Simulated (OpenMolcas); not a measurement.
# OpenMolcas run: Br2+

Input:

```
&GATEWAY
Coord
1

Br 0.0 0.0 0.0
Basis=ANO-R2
Group=XYZ
NoMove
AngMom=0.0 0.0 0.0
AMFI
&SEWARD
&RASSCF
FileOrb=start.orb
Symmetry=2
Spin=4
nActEl=5 0 0
Inactive=8 6
Ras2=1 3
CIRoot=1 1 1
SDav=1
CIMx=300
Iter=120 100
PrWF=0.3
OrbListing=Nothing
MaxOrb=0
Atom
>>> COPY $Project.JobIph JOBPRE
&RASSCF
FileOrb=start.orb
Symmetry=2
Spin=4
nActEl=5 0 0
Inactive=8 6
Ras2=2 6
CIRoot=1 1 1
SDav=234
CIMx=300
Iter=120 100
PrWF=0.3
OrbListing=Nothing
MaxOrb=0
Atom
>>> COPY $Project.JobIph JOB001
&RASSCF
FileOrb=start.orb
Symmetry=2
Spin=2
nActEl=5 0 0
Inactive=8 6
Ras2=2 6
CIRoot=8 8 1
SDav=516
CIMx=300
Iter=120 100
PrWF=0.3
OrbListing=Nothing
MaxOrb=0
Atom
>>> COPY $Project.JobIph JOB002
&RASSCF
FileOrb=start.orb
Symmetry=1
Spin=4
nActEl=5 0 0
Inactive=8 6
Ras2=2 6
CIRoot=3 3 1
SDav=270
CIMx=300
Iter=120 100
PrWF=0.3
OrbListing=Nothing
MaxOrb=0
Atom
>>> COPY $Project.JobIph JOB003
&RASSCF
FileOrb=start.orb
Symmetry=1
Spin=2
nActEl=5 0 0
Inactive=8 6
Ras2=2 6
CIRoot=9 9 1
SDav=492
CIMx=300
Iter=120 100
PrWF=0.3
OrbListing=Nothing
MaxOrb=0
Atom
>>> COPY $Project.JobIph JOB004
&RASSI
NrOfJobIphs=4 1 8 3 9
1
1 2 3 4 5 6 7 8
1 2 3
1 2 3 4 5 6 7 8 9
IphNames
JOB001
JOB002
JOB003
JOB004
EJob
SpinOrbit
DIPRint=1.0
SOCoupling=1000.0
Subsets=2
MEES
Property=10
'ANGMOM' 1 'ANGMOM' 2 'ANGMOM' 3 'MLTPL  1' 1 'MLTPL  1' 2 'MLTPL  1' 3
'AMFI' 1 'AMFI' 2 'AMFI' 3 'MLTPL  2' 6
SOProperty=3
'ANGMOM' 1 'ANGMOM' 2 'ANGMOM' 3
```

Launched by
```bash
OMP_NUM_THREADS=1 MOLCAS_MEM=1689 MOLCAS_PROJECT=a pymolcas a.inp > a.log  # once for each step of the input, in one work folder
```

A driver script runs the steps one by one and writes start.orb anew before each from the orbitals found so far.

Output, cut to the results:

```
--- SEWARD ---
Basis set label: BR.ANO-R...6S5P4D2F1G.

      Electronic valence basis set:
      ------------------
      Associated Effective Charge  35.000000 au
      Associated Actual Charge     35.000000 au
      Nuclear Model: Finite nucleus - Gaussian distribution
        Gaussian exponent, Xi/bohr**(-2):  2.43055E+08

      Shell  nPrim  nBasis  Cartesian Spherical Contaminant
         s      21       6        X
         p      15       5        X
         d       9       4                 X
         f       7       2                 X
         g       5       1                 X
                  Relativistic X2C integrals
                  Atomic mean-field integrals
--- RASSCF ---
Wave function specifications:
      -----------------------------

      Number of closed shell electrons          28
      Number of electrons in active shells       5
      Max number of holes in RAS1 space          0
      Max nr of electrons in RAS3 space          0
      Number of inactive orbitals               14
      Number of active orbitals                  8
      Number of secondary orbitals              42
      Spin quantum number                      1.5
      State symmetry                             2
Orbital specifications:
      -----------------------

      Symmetry species                           1   2
                                                ag  au
      Frozen orbitals                            0   0
      Inactive orbitals                          8   6
      Active orbitals                            2   6
      RAS1 orbitals                              0   0
      RAS2 orbitals                              2   6
      RAS3 orbitals                              0   0
      Secondary orbitals                        25  17
      Deleted orbitals                           0   0
      Number of basis functions                 35  29
      Number of CSFs                           234
      Number of root(s) required                 1
      Iter CI   SX   CI       RASSCF       Energy    max ROT     max BLB   max BLB  Level Ln srch  Step   QN
          iter iter root      energy       change     param      element    value   shift minimum  type update
 Nr of preliminary CI iterations:   1
 ###############################################################################
 ###############################################################################
 ###                                                                         ###
 ###                                                                         ###
 ###    WARNING: Large orbital rotation.                                     ###
 ###                                                                         ###
 ###                                                                         ###
 ###############################################################################
 ###############################################################################
      Molecular orbital  10 of symmetry 1 MO space 2  weight is    0.342871
 ###############################################################################
        ...
        6   1    6    1  -603.37034760   -2.36E-06*  1.83E-03    4  21 1 -5.76E-04*  0.00   1.09    QN   YES
        7   1    6    1  -603.37034776   -1.60E-07*  2.27E-04    4  21 1  3.03E-04*  0.00   0.69    QN   YES
        8   1    4    1  -603.37034781   -4.78E-08* -9.33E-05    9  15 2  2.13E-05   0.00   1.06    QN   YES
        9   1    4    1  -603.37034781   -9.43E-10  -2.65E-05    4  16 1 -7.56E-06   0.00   1.22    QN   YES
      Convergence after  9 iterations
       10   1    4    1  -603.37034781   -1.02E-10  -2.65E-05    4  21 1 -1.74E-06   0.00   1.22    QN   YES
      Natural orbitals and occupation numbers for root  1
      sym 1:   1.996539   0.001979
      sym 2:   0.999346   0.999346   0.999346   0.001148   0.001148   0.001148
::    RASSCF root number  1 Total energy:  -2603.37034781
--- RASSCF ---
Wave function specifications:
      -----------------------------

      Number of closed shell electrons          28
      Number of electrons in active shells       5
      Max number of holes in RAS1 space          0
      Max nr of electrons in RAS3 space          0
      Number of inactive orbitals               14
      Number of active orbitals                  8
      Number of secondary orbitals              42
      Spin quantum number                      0.5
      State symmetry                             2
...
--- RASSI ---
SPIN-FREE ENERGIES:
  (Shifted by EMIN (a.u.) =      -2603.3703478107)

 SF State       Relative EMIN(au)   Rel lowest level(eV)    D:o, cm**(-1)      L_eff

     1             0.0000000000        0.0000000000              0.0000         0.0
     2             0.0917286293        2.4960631614          20132.1071         2.0
     3             0.0917286293        2.4960631614          20132.1071         2.0
     4             0.0917286293        2.4960631614          20132.1071         2.0
     5             0.0917286293        2.4960631614          20132.1071         2.0
     6             0.0917286293        2.4960631614          20132.1071         2.0
     7             0.1291393551        3.5140608710          28342.8124         1.0
     8             0.1291393551        3.5140608710          28342.8124         1.0
     9             0.1291393551        3.5140608710          28342.8124         1.0
    10             0.4905262448       13.3478991111         107658.0668         1.0
    11             0.4905262448       13.3478991111         107658.0668         1.0
    12             0.4905262448       13.3478991111         107658.0668         1.0
    13             0.6664158400       18.1340988220         146261.3708         2.0
    14             0.6664158400       18.1340988220         146261.3708         2.0
    15             0.6664158400       18.1340988220         146261.3708         2.0
    16             0.6664158400       18.1340988220         146261.3708         2.0
    17             0.6664158400       18.1340988220         146261.3708         2.0
    18             0.7555394409       20.5592755496         165821.7403         0.0
    19             0.8324819707       22.6529884476         182708.6736         1.0
    20             0.8324819707       22.6529884476         182708.6736         1.0
    21             0.8324819707       22.6529884476         182708.6736         1.0
     Dipole printing threshold changed to   1.00000000E+00

...
```

Levels above the lowest, from the spin-orbit matrix, grouped by J:

| Configuration | Term | J | E (cm-1) | Measured (cm-1) | g | Term weight % | Second |
| --- | --- | --- | --- | --- | --- | --- | --- |
| 4s2 4p3 | 4S* | 3/2 | 0.0 | 0.0 | 1.995 | 99 |  |
| 4s2 4p3 | 2D* | 3/2 | 19314 |  | 0.856 | 90 | 10 2P* |
| 4s2 4p3 | 2D* | 5/2 | 20442 |  | 1.200 | 100 |  |
| 4s2 4p3 | 2P* | 1/2 | 28658 | 26915 | 0.666 | 100 |  |
| 4s2 4p3 | 2P* | 3/2 | 29995 | 28579 | 1.285 | 89 | 10 2D* |
| 4s 4p4 | 4P | 5/2 | 106527 |  | 1.600 | 100 |  |
| 4s 4p4 | 4P | 3/2 | 108791 |  | 1.734 | 100 |  |
| 4s 4p4 | 4P | 1/2 | 109938 |  | 2.668 | 100 |  |

Against the 2 measured excited levels shown (Moore, Atomic Energy Levels, vol. II, NSRDS-NBS 35 (1971 reprint of NBS Circular 467, 1952)) the mean absolute deviation is 1600 cm-1; the largest miss in energy is 4s2 4p3 2P* 1/2: computed 28658, measured 26915 cm-1 (+6.5 %).

Active for correlation alone: 5p 5s; no level in the range computed is led by a configuration that fills them, so any true level of that kind is missing. Terms of s pⁿ other than that of highest spin mix with s² pⁿ⁻² d, which this space lacks; all of them can be thousands of cm-1 off, and some have no real level of that name. Computed and measured levels are paired by configuration, term and J; levels that our copy of the source lacks, or whose pairing is in doubt (as where it misses far off the trend of its configuration), stay unpaired and out of the deviations. Levels of configurations outside the active space are missing. The first state left out of the spin-orbit step lies near 150000 cm-1 above the lowest spin-free state of the reference (among the parities and spins computed), and the list stops at four fifths of that energy or lower.

The term weight is that of the spin-free term in the level, not the purity of its configuration. * marks odd parity.
